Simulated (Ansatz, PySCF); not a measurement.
Process, species as SMILES: [BH3-][NH2+] → [BH3-]N (an electron is taken up)
Structures are relaxed separately at B3LYP-D3(BJ)/def2-TZVP in Ansatz (a quantum-chemistry and plane-wave program).

Quantity: adiabatic electron affinity (0 K, with B3LYP-D3(BJ) harmonic zero-point energies from PySCF), positive where the reaction releases energy, in eV. Correlated levels leave the core frozen unless marked. UHF or UKS for open shells. No spin-orbit coupling. No relativistic terms. Anions need diffuse functions: aug- sets have them; def2-D sets add few; the other sets have none. CBS marks a two-point X^-3 extrapolation of the correlation energy; Hartree-Fock from the larger set. The bracket is a focal-point correction in the basis named.

```
level                                                                program  adiabatic electron affinity (eV)  minus last row
-------------------------------------------------------------  -------------  --------------------------------  --------------
TPSS/def2-TZVPD                                                        PySCF                              1.80           -0.51
TPSS-D4/def2-TZVPD                                             PySCF + dftd4                              1.84           -0.47
B3LYP/def2-TZVPD                                                      Ansatz                              1.98           -0.33
wB97M-V/def2-TZVPD                                                    Ansatz                              2.10           -0.21
MP2/cc-pVDZ                                                           Ansatz                              1.86           -0.45
CCSD/def2-SVP                                                         Ansatz                              1.71           -0.60
RI-MP2/CBS(aug-cc-pVTZ,aug-cc-pVQZ)+[CCSD(T)-MP2]/aug-cc-pVTZ         Ansatz                              2.31            0.00
```
